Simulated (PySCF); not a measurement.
C₅H₁₃NOSi₂.
Atom-mapped SMILES: `[NH2:1][SiH2:2][SiH2:3][O:4][C@H:5]1[CH:6]=[CH:7][CH2:8][CH2:9]1` (hydrogens: H10, H11 on N1; H12, H13 on Si2; H14, H15 on Si3; H16 on C5; H17 on C6; H18 on C7; H19, H20 on C8; H21, H22 on C9)

Geometry (GFN2-xTB, Å), atoms numbered from 1 in this order:
```xyz
22
C5H13NOSi2 angstrom
N      4.5614    0.1507    0.0680
Si     3.0452   -0.4898   -0.4576
Si     1.5015    0.7853    0.6383
O      0.1402    0.1720    0.0114
C     -1.1928    0.5390    0.2467
C     -1.8751    0.8992   -1.0431
C     -2.9148    0.1250   -1.2946
C     -3.1617   -0.8816   -0.2146
C     -2.0082   -0.6588    0.7796
H      5.4045   -0.2113   -0.3472
H      4.7187    0.3058    1.0503
H      2.9222   -1.9491   -0.2302
H      3.1251   -0.3505   -1.9184
H      1.5366    2.2469    0.4361
H      1.4693    0.6742    2.1143
H     -1.2135    1.3851    0.9463
H     -1.4886    1.6884   -1.6629
H     -3.5534    0.1827   -2.1598
H     -4.1339   -0.7091    0.2529
H     -3.1687   -1.8953   -0.6200
H     -2.3752   -0.4641    1.7856
H     -1.3492   -1.5254    0.8166
```

Mayer bond orders were computed from the PBE0/pcSseg-1 density (PySCF). The structure is a single GFN2-xTB conformer in the gas phase; no vibrational or solvent corrections. GFN2-xTB frequencies show an imaginary mode (36i cm⁻¹), so this geometry is no minimum at that level.

Task: Rank these bonds by Mayer order, highest first.
A. N1–Si2
B. C6–C7
C. Si2–Si3
D. O4–C5

Result: B (1.86), A (1.01), C (0.94), D (0.85).

Task: Set the orders of all bonds between heavy atoms beside their lengths and the difference of the Hirshfeld charges at their ends.

Result: 
```json
{"bond": "C6–C7", "Mayer order": "1.862", "length (Å)": "1.320", "q(first) − q(second) (e)": "-0.023"}
{"bond": "C7–C8", "Mayer order": "1.039", "length (Å)": "1.497", "q(first) − q(second) (e)": "+0.029"}
{"bond": "C8–C9", "Mayer order": "1.029", "length (Å)": "1.539", "q(first) − q(second) (e)": "+0.004"}
{"bond": "N1–Si2", "Mayer order": "1.010", "length (Å)": "1.728", "q(first) − q(second) (e)": "-0.607"}
{"bond": "C5–C6", "Mayer order": "1.010", "length (Å)": "1.503", "q(first) − q(second) (e)": "+0.114"}
{"bond": "C9–C5", "Mayer order": "1.008", "length (Å)": "1.544", "q(first) − q(second) (e)": "-0.124"}
{"bond": "Si2–Si3", "Mayer order": "0.943", "length (Å)": "2.283", "q(first) − q(second) (e)": "-0.021"}
{"bond": "Si3–O4", "Mayer order": "0.941", "length (Å)": "1.619", "q(first) − q(second) (e)": "+0.525"}
{"bond": "O4–C5", "Mayer order": "0.849", "length (Å)": "1.403", "q(first) − q(second) (e)": "-0.274"}
```

For a closed shell the Mayer order of atoms A and B is Σ (PS)μν (PS)νμ over the basis functions μ on A and ν on B, with P the density and S the overlap matrix.
